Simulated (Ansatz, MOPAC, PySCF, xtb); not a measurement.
Noncovalent pair: CH4 (SMILES C) (first 5 atoms) with CH2O2 (SMILES O=CO); geometry from B3LYP-D3(BJ)/def2-TZVP.
(charge 0, multiplicity 1):
```xyz
10

C     -0.068     0.023     0.098
H      0.134    -0.232    -0.941
H      0.634    -0.507     0.741
H      0.049     1.100     0.222
H     -1.091    -0.273     0.337
O      1.122    -0.671     3.581
C      0.303     0.058     4.064
O     -0.618     0.754     3.380
H      0.193     0.255     5.138
H     -0.499     0.563     2.434
```

Monomers are frozen at their geometry in the pair; levels with a basis set take the counterpoise correction. Rows marked so take none.

Cores are frozen in the correlated methods. Rows in 6-31G* carry no dispersion term and start afresh at each structure (6-31G* with six Cartesian d functions). The state that AM1 reach isn't checked.

The values were computed with Ansatz (an electronic-structure program) with Gaussian orbitals; MOPAC for AM1 (differences of heats of formation); PySCF for 6-31G* rows, the dispersion terms; xtb for the GFN methods. Each number belongs to the level named beside it.

```
level                          interaction energy (meV)
-----------------------------  ------------------------
GFN-FF                                             -9.3
AM1                                               -43.4
BP86/6-31G* (no counterpoise)                     -48.9
r2SCAN-D4/def2-TZVPPD                             -83.5
B3LYP/def2-TZVPPD                                 -18.3
B3LYP-D4/def2-TZVPPD                              -67.9
PBE0-D3(BJ)/def2-TZVPPD                           -84.7
CCSD/aug-cc-pVDZ                                      ?
CCSD(T)/aug-cc-pVDZ                                   ?
```

Complete the blanks.


- CCSD/aug-cc-pVDZ, interaction energy (meV): -42.1
- CCSD(T)/aug-cc-pVDZ, interaction energy (meV): -52.2
